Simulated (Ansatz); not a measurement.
Consider the redistribution: `B[TeH]` + `C[O][Sn][Cl]` → `B[Te]C` + `[OH][Sn][Cl]`.

Calculated with Ansatz (gas phase, PBE0-D4/def2-TZVP geometries, no zero-point term in ΔE). CBS: MP2 limit from def2 TZ/QZ plus the TZ coupled-cluster correction, frozen cores. DFT in def2-TZVPP. B3LYP here is the variant with VWN-RPA as its local correlation; programs differ in this. def2 core potentials past Kr. For Sn, Te outer-core shells are correlated without core-valence functions, which leaves a few kJ/mol of doubt a bond. Each species was taken in one conformer, which may not be the lowest.

`B[TeH]`:

```xyz
5

B     0.264    0.379    0.558
Te   -1.233   -0.697   -0.446
H     1.330    0.541    0.058
H    -0.024    0.804    1.633
H    -0.337   -1.027   -1.803
```

`C[O][Sn][Cl]`:

Cartesian coordinates in Å:
```
C -0.404 0.599 0.531
O -0.803 -0.678 0.103
Sn 0.069 -1.995 -1.055
Cl 2.062 -0.776 -1.546
H -0.363 0.623 1.625
H 0.578 0.886 0.140
H -1.139 1.341 0.203
```

`B[Te]C`:

Cartesian coordinates in Å:
```
B -0.206 -0.686 1.648
Te -0.078 1.182 0.730
C 0.163 0.550 -1.303
H -0.135 -1.676 0.986
H -0.350 -0.705 2.831
H -0.661 0.941 -1.895
H 0.158 -0.537 -1.315
H 1.109 0.930 -1.682
```

`[OH][Sn][Cl]`:

Z-matrix (Å, degrees):
```
O
Sn 1 1.974
H 1 0.961 2 114.9
Cl 2 2.361 1 94.3 3 -180.0
```

```csv
level,ΔE (kcal/mol)
LDA (SPW92),-10.8
r2SCANh-D4,-12.5
CAM-B3LYP-D4,-10.3
ωB97M-V,-12.2
PBE0,-12.4
B3LYP,-11.2
HF/def2-TZVPP,-9.1
SCS-MP2/def2-TZVPP,-13.3
```

Problem. What does CCSD(T)/CBS give? (An estimate is asked.)

Solution. The calculation gave: -14.2 kcal/mol. The listed levels differ from it by 3.4, 1.7, 3.9, 2.0, 1.8, 3.0, 5.1, 0.9 kcal/mol.

Largest T1 diagnostic among the species: 0.017.

Leaving LDA and LC-ωPBE aside and taking each functional with its dispersion term where it has one, the values, not all of them listed here, spread over 2.8 kcal/mol, from PBE-QIDH to CAM-B3LYP-D4. LDA lies +1.7 kcal/mol from PBE without D4. At CCSD(T), def2-SVP lies +9.0 kcal/mol from the extrapolated value and def2-TZVPP +1.5 kcal/mol. In def2-TZVPP, CCSD(T) changes the Hartree–Fock value by −3.6 kcal/mol (the triples alone add −0.5 kcal/mol) and MP2 by −5.6 kcal/mol.
